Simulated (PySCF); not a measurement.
Predicted microwave data (PBE0/pcSseg-1 in PySCF (dipole) on a GFN2-xTB geometry, gas phase) for one isomer of C5H6F5P:

- Rotational constants: A = 1927, B = 563.5, C = 521.1 MHz
- Dipole components: |μa| = 2.85 D, |μb| = 0.09 D, |μc| = 0.25 D
- Inertial defect: -189.38 u·Å²
- κ: -0.94

Question: Which structure is it? (One computed conformer of each.)
A. `[CH3:1][CH2:2]/[CH:3]=[P:4]\[C:5]([F:6])([F:7])[C:8]([F:9])([F:10])[F:11]` with C1–C2–C3–P4 152°, C3–P4–C5–F6 55°
B. `[CH3:1][C:2]([CH3:3])=[P:4][C:5]([F:6])([F:7])[C:8]([F:9])([F:10])[F:11]` with C2–P4–C5–F6 -55°
C. `[CH2:1]=[CH:2][P:3]([CH3:4])[C:5]([F:6])([F:7])[C:8]([F:9])([F:10])[F:11]` with C1–C2–P3–C4 29°, C2–P3–C5–F6 -42°

Answer: A. It is CC/C=P\C(F)(F)C(F)(F)F, a near-prolate asymmetric top, point group C1. The candidates at the same level (rigid rotor, commonest isotopes):

```tsv
SMILES	A (MHz)	B (MHz)	C (MHz)	μa (D)	μb (D)	μc (D)	Δ (u·Å²)	point group	rotor
CC/C=P\C(F)(F)C(F)(F)F	1927	563.5	521.1	2.85	0.09	0.25	-189.38	C1	near-prolate asymmetric top
CC(C)=PC(F)(F)C(F)(F)F	1824	624.9	560.8	3.45	0.42	0.15	-184.61	C1	asymmetric top
C=CP(C)C(F)(F)C(F)(F)F	1490	751.6	658.4	2.58	0.07	0.19	-244.04	C1	asymmetric top
```

`CC(C)=PC(F)(F)C(F)(F)F` has B 11 % too high; `C=CP(C)C(F)(F)C(F)(F)F` has B 33 % too high. No structure here is proved a minimum.
